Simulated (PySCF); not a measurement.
## Working out the ionisation energy of In²⁺

In²⁺ [Kr] 4d10 5s1 (2S) → In³⁺ [Kr] 4d10 (1S). All numbers are calculated (PySCF 2.14, scalar relativity through the core potential, in def2-QZVPPD with the def2 core potential (28 electrons) (8s6p5d4f1g, 88 functions)). Frozen: nothing. Energies in hartree (1 hartree = 27.21139 eV):

```json
{"part": "UHF", "In²⁺ (lower)": "-188.393803", "In³⁺ (upper)": "-187.415451"}
{"part": "MP2 opposite-spin", "In²⁺ (lower)": "-0.333086", "In³⁺ (upper)": "-0.303169"}
{"part": "MP2 same-spin", "In²⁺ (lower)": "-0.183049", "In³⁺ (upper)": "-0.161322"}
```

**Question.** What does Hartree-Fock give?

**Answer.** (-187.415451) − (-188.393803) = 0.978352 hartree = 26.622 eV.

**Question.** What do MP2 and SCS-MP2 (6/5 opposite-spin, 1/3 same-spin) give?

**Answer.** The opposite-spin parts differ by 0.814 eV and the same-spin parts by 0.591 eV. MP2: 26.622 + (0.814) + (0.591) = 28.027 eV. SCS-MP2: 26.622 + 1.2 × (0.814) + (0.591)/3 = 27.796 eV.

Measured between the centres of the two terms (NIST): 28.044 eV, so MP2 (valence and next inner shell) is off by -0.017 eV.

What remains against the reference includes basis incompleteness and correlation beyond second order.
